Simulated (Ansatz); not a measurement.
Single points on Si(NH2)Cl3 (SiNCl₃H₂).

```yaml
crystal:
  periodic: [false, false, false]
  atoms:
    - {symbol: Si, position_ang: [0.005738, 0.012951, -0.569232]}
    - {symbol: N, position_ang: [0.084544, 0.151173, 1.134097]}
    - {symbol: H, position_ang: [0.718648, -0.458086, 1.656335]}
    - {symbol: H, position_ang: [-0.767305, 0.360170, 1.660104]}
    - {symbol: Cl, position_ang: [1.935347, -0.021649, -1.292388]}
    - {symbol: Cl, position_ang: [-1.033314, 1.638696, -1.293554]}
    - {symbol: Cl, position_ang: [-0.943658, -1.683255, -1.295362]}
basis:
  gaussian: {orbitals: def2-TZVP, initial_orbitals: start.molden}
hamiltonian: {xc: {name: wB97X-V}}
scf: {omitted_lower_state_checks: [starts]}
output: {orbitals: {seedname: orbitals}}
```

The file start.molden holds the orbitals of an earlier run on this structure, at another level or in another basis.

```sh
$ ansatz run in.yaml --threads 4 --pin off --events-out ev --progress --plain --max-ram 3916MiB
```

Shortened log:

```
Functional definition: wB97X-V
1284 factors; their error is unknown
244 factors; integrals over basis functions are off by at most 3.3e-5 eV
mean field evaluation 1: about -46968.2457 eV, gradient 6.0e0 eV
mean field evaluation 2: about -46968.3016 eV, gradient 7.4e-2 eV
mean field evaluation 4: about -46968.4000 eV, gradient 1.0e-4 eV
mean field -46968.39995923 eV, -1726.0568621767 hartree, gradient 1.5e-5 eV, S^2 0.000000; 0 other end points of the search recorded, 0 dependent functions left out
reference -46968.39995750 eV, -1726.0568621130 hartree; 37, 37 occupied and 154, 154 virtual orbitals, 1284 factors
Total energy: -46968.39995750 eV, -1726.0568621130 hartree
Checks for a lower state left out: starts
```

Hardware: 4 threads of Intel Xeon on a shared host. Wall time 11 s, peak host memory 0.66 GiB.

First input, but with `gaussian: {orbitals: def2-SVP, initial_orbitals: start.molden}`, `hamiltonian: {xc: pbe0, dispersion: d4}` (abridged; 2.4 s):

```
Functional definition: PBE0
mean field -46940.60380750 eV, -1725.0353724416 hartree, gradient 2.3e-5 eV, S^2 0.000000
Total energy: -46940.83399491 eV, -1725.0438316730 hartree
Checks for a lower state left out: starts
```

First input, but with `hamiltonian: {xc: {name: BLYP}, dispersion: d4}` (abridged; 2.9 s):

```
Functional definition: BLYP
mean field -46974.71319244 eV, -1726.2888692179 hartree, gradient 7.6e-5 eV, S^2 0.000000
Total energy: -46975.29535656 eV, -1726.3102633548 hartree
Checks for a lower state left out: starts
```

As the first input, with `hamiltonian: {xc: pbe}`, `correlation: {method: rpa}` and without the key `output` (abridged; 11 s):

```
Functional definition: PBE
mean field -46954.46721301 eV, -1725.5448431973 hartree, gradient 2.3e-6 eV, S^2 0.000000
21 core orbitals not correlated: weight in the atoms' cores, before any rotation towards them, 1.000 or more for the frozen orbitals, at most 0.000 for the correlated occupied ones
Total energy: -46930.93877781 eV, -1724.6801891517 hartree
Checks for a lower state left out: starts
```

Geometry: PBE-D4/def2-SVP.

Correlated methods freeze 21 core orbitals.
